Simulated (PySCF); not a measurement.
C₂H₆Si, charge +1, quartet, geometry from GFN2-xTB of the parent state (a state made from the parent by changing its charge; the spin is typed, not shown lowest); BLYP/3-21G (PySCF).

PySCF was given this input:
```python
from pyscf import gto, scf, dft

mol = gto.Mole()
mol.atom = '''
    Si   -0.25781853    0.11561357    0.69927516
    C     0.74714689    1.26727629   -0.47256628
    H     0.92573921    2.24312512   -0.02482989
    H     0.22513318    1.43369211   -1.41547096
    H     1.72091760    0.83786826   -0.71036843
    C    -0.40578857   -1.42035160   -0.45329187
    H     0.57448304   -1.79226401   -0.75330936
    H    -0.95623279   -1.18077588   -1.36366825
    H    -0.92873070   -2.24178365    0.03294363
'''
mol.basis = '3-21g'
mol.charge = 1
mol.spin = 3
mol.verbose = 4
mol.build()

mf = dft.UKS(mol)
mf.xc = 'blyp'
mf.kernel()
mf.analyze()
```

Task: What does PySCF print? Leave out banner, timings and long lists.

Result: 
```
PySCF version 2.14.0

[INPUT] verbose = 4
[INPUT] num. atoms = 9
[INPUT] num. electrons = 31
[INPUT] charge = 1
[INPUT] spin (= nelec alpha-beta = 2S) = 3
[INPUT] symmetry False subgroup None
[INPUT] Mole.unit = angstrom
[INPUT] Symbol           X                Y                Z      unit          X                Y                Z       unit  Magmom
[...]
nuclear repulsion = 96.5074598286283
number of shells = 29
number of NR pGTOs = 75
number of NR cGTOs = 43
basis = 3-21g
ecp = {}

******** <class 'pyscf.dft.uks.UKS'> ********
method = UKS
initial guess = minao
damping factor = 0
level_shift factor = 0
DIIS = <class 'pyscf.scf.diis.CDIIS'>
diis_start_cycle = 1
diis_space = 8
diis_damp = 0
SCF conv_tol = 1e-09
SCF conv_tol_grad = None
SCF max_cycles = 50
direct_scf = True
direct_scf_tol = 1e-13
number electrons alpha = 17  beta = 14
XC library pyscf.dft.libxc version 7.1.2
    S. Lehtola, C. Steigemann, M. J. T. Oliveira, and M. A. L. Marques,  SoftwareX 7, 1–5 (2018)
XC functionals = blyp
    A. D. Becke,  Phys. Rev. A 38, 3098 (1988)
    C. Lee, W. Yang, and R. G. Parr,  Phys. Rev. B 37, 785 (1988)
    B. Miehlich, A. Savin, H. Stoll, and H. Preuss,  Chem. Phys. Lett. 157, 200 (1989)
radial grids:
    Treutler-Ahlrichs [JCP 102, 346 (1995); DOI:10.1063/1.469408] (M4) radial grids

becke partition: Becke, JCP 88, 2547 (1988); DOI:10.1063/1.454033
pruning grids: <function nwchem_prune>
grids dens level: 3
symmetrized grids: False
atomic radii adjust function: <function treutler_atomic_radii_adjust>
small_rho_cutoff = 0
Set gradient conv threshold to 3.16228e-05
tot grids = 106264
init E= -366.881165078098

cycle= 1 E= -366.794271825255  delta_E= 0.0869  |g|= 0.201  |ddm|= 1.92

cycle= 2 E= -366.778380785665  delta_E= 0.0159  |g|= 0.252  |ddm|= 0.605

cycle= 3 E= -366.821666881046  delta_E= -0.0433  |g|= 0.0303  |ddm|= 0.329

cycle= 4 E= -366.822173591823  delta_E= -0.000507  |g|= 0.00914  |ddm|= 0.0475

cycle= 5 E= -366.822239778498  delta_E= -6.62e-05  |g|= 0.00135  |ddm|= 0.0174

cycle= 6 E= -366.822242019653  delta_E= -2.24e-06  |g|= 0.000155  |ddm|= 0.00298

cycle= 7 E= -366.822242050478  delta_E= -3.08e-08  |g|= 5.38e-05  |ddm|= 0.000498

cycle= 8 E= -366.822242053247  delta_E= -2.77e-09  |g|= 2.56e-05  |ddm|= 0.000137

cycle= 9 E= -366.822242053326  delta_E= -7.95e-11  |g|= 2.48e-05  |ddm|= 5.36e-05

Extra cycle  E= -366.82224205123  delta_E= 2.1e-09  |g|= 6.01e-05  |ddm|= 9.07e-05
converged SCF energy = -366.82224205123  <S^2> = 3.7510954  2S+1 = 4.0005476
**** SCF Summaries ****
Total Energy =                        -366.822242051229864
Nuclear Repulsion Energy =              96.507459828628271
One-electron Energy =                 -688.035446401313834
Two-electron Energy =                  224.705744521455699
Two-electron Coulomb Energy =          258.221831990174678
DFT Exchange-Correlation Energy =      -33.516087468718993
**** MO energy ****
                             alpha | beta                alpha | beta
[...]
To work with the spin densities directly, `use mulliken_meta_spin()` only printing them here.

 ** Mulliken spin pop alpha/beta on meta-lowdin orthogonal AOs **
 ** Mulliken Spin Density (per AO)  **
spin_pop of  0 Si 1s        0.00000
spin_pop of  0 Si 2s       -0.00001
spin_pop of  0 Si 3s        0.30527
spin_pop of  0 Si 4s        0.00217
spin_pop of  0 Si 2px       0.00005
spin_pop of  0 Si 2py      -0.00001
spin_pop of  0 Si 2pz       0.00001
spin_pop of  0 Si 3px       0.76699
spin_pop of  0 Si 3py       0.31732
spin_pop of  0 Si 3pz       0.52916
spin_pop of  0 Si 4px       0.00251
spin_pop of  0 Si 4py       0.00691
spin_pop of  0 Si 4pz       0.00445
spin_pop of  1 C 1s       -0.00001
spin_pop of  1 C 2s        0.02458
spin_pop of  1 C 3s        0.00039
spin_pop of  1 C 2px       0.11498
spin_pop of  1 C 2py       0.19355
spin_pop of  1 C 2pz       0.11432
spin_pop of  1 C 3px       0.00021
spin_pop of  1 C 3py       0.00019
spin_pop of  1 C 3pz       0.00015
spin_pop of  2 H 1s        0.04083
spin_pop of  2 H 2s        0.00088
spin_pop of  3 H 1s        0.02023
spin_pop of  3 H 2s        0.00048
spin_pop of  4 H 1s        0.02133
spin_pop of  4 H 2s        0.00050
spin_pop of  5 C 1s       -0.00001
spin_pop of  5 C 2s        0.02459
spin_pop of  5 C 3s        0.00039
spin_pop of  5 C 2px       0.01654
spin_pop of  5 C 2py       0.29530
spin_pop of  5 C 2pz       0.11097
spin_pop of  5 C 3px       0.00026
spin_pop of  5 C 3py       0.00013
spin_pop of  5 C 3pz       0.00015
spin_pop of  6 H 1s        0.02023
spin_pop of  6 H 2s        0.00048
spin_pop of  7 H 1s        0.02133
spin_pop of  7 H 2s        0.00050
spin_pop of  8 H 1s        0.04082
spin_pop of  8 H 2s        0.00088
 ** Mulliken Spin Density (per atom)  **
spin density of  0 Si =      1.93482
spin density of  1 C =      0.44837
spin density of  2 H =      0.04171
spin density of  3 H =      0.02071
spin density of  4 H =      0.02184
spin density of  5 C =      0.44833
spin density of  6 H =      0.02071
spin density of  7 H =      0.02183
spin density of  8 H =      0.04170
 ** Mulliken pop alpha/beta on meta-lowdin orthogonal AOs **
 ** Mulliken pop       alpha | beta **
In total            17.00000 | 14.00000
 ** Mulliken atomic charges   ( Nelec_alpha | Nelec_beta ) **
charge of  0Si =      0.57261  (     7.68111      5.74629 )
charge of  1C =     -0.33879  (     3.39358      2.94521 )
charge of  2H =      0.20563  (     0.41804      0.37633 )
charge of  3H =      0.17328  (     0.42371      0.40301 )
charge of  4H =      0.17362  (     0.42411      0.40227 )
charge of  5C =     -0.33892  (     3.39362      2.94530 )
charge of  6H =      0.17330  (     0.42370      0.40300 )
charge of  7H =      0.17364  (     0.42410      0.40227 )
charge of  8H =      0.20563  (     0.41803      0.37634 )

WARN: System has nonzero charge 1; the dipole moment is origin-dependent.
Location of origin: [0. 0. 0.]

Dipole moment(X, Y, Z, Debye):  0.31347, -0.13976, -0.84945
```
